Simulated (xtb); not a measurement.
GeH3I, SMILES [GeH3][I]. All values are semi-empirical tight-binding results from xtb (GFN2-xTB unless named), good for trends rather than for accurate numbers. The structure is a stationary point at GFN2-xTB.

For metal compounds this method's bond lengths and energies can be far off.

The point group as xtb finds it is C3v. The orbital gap is 6.28 eV. The zero-point energy comes out as 14.0 kcal/mol. The G − E(el) at 298.15 K (modified RRHO) is -3.1 kcal/mol.
